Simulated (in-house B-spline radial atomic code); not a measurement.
Settings and results of a run for Ti IV (Ti3+). Computed with an all-electron radial atomic-structure program (B-spline basis): scalar-relativistic (X2C) TPSS, spin-polarised, spherical fractional occupations, Fermi nucleus of rms radius 3.5921 fm.

Command:
```bash
python run_scf.py task.json out
```
Settings (nuclear radius in fm, mass in u):
```
Z                22
configuration    [Ar] 3d1
hamiltonian      x2c
method           tpss,tpss
spin_polarised   True
nucleus          fermi
rms_radius       3.5921
atomic_mass      47.94794
speed_of_light   137.035999084
```

Output (hartree, bohr):
```
 radial grid: 68 intervals, B-splines of order 8, outer radius 18.6486 bohr

 iter        energy (Eh)    residual
    1        -851.966891    3.52e-02
    2        -851.968465    8.38e-04
    3        -851.968466    4.41e-04
    4        -851.968466    2.30e-04
    5        -851.968466    9.85e-06
    6        -851.968466    7.99e-07
    7        -851.968466    2.93e-07
    8        -851.968466    3.07e-08

 total energy                      -851.96847
 kinetic                             860.1993
 electron-nucleus                  -2003.2919
 Hartree                             332.5897
 exchange-correlation                -41.4656

 orbital      occ     eigenvalue          <r>       <r^2>       <1/r>       <r^4>       r_max
 1s up      1.000      -180.4743    0.0692745  0.00646665     22.0292 0.000108151     0.04526
 1s down    1.000      -180.4746    0.0692744  0.00646664     22.0292 0.000108151     0.04526
 2s up      1.000       -21.0672     0.324311    0.124456     4.58241   0.0273152      0.2684
 2s down    1.000       -21.0539     0.324145    0.124318     4.58477   0.0272487      0.2683
 2p up      3.000       -17.6035     0.289902    0.103695     4.45066   0.0221791      0.2193
 2p down    3.000       -17.5928      0.28971    0.103542     4.45283   0.0221053      0.2192
 3s up      1.000        -3.5401     0.991982     1.13034      1.4176     2.02849      0.8636
 3s down    1.000        -3.4979     0.992525     1.13183     1.41675     2.03673      0.8628
 3p up      3.000        -2.6364      1.05584     1.30287      1.2932     2.86519      0.8917
 3p down    3.000        -2.5935      1.05764     1.30806     1.29127     2.89603      0.8912
 3d up      1.000        -1.2849      1.25773     1.95461     1.01531     7.99312      0.9169
```

Run time, properties included: 0.51 s on 1 thread of Arm Neoverse N1, with other jobs on the host.
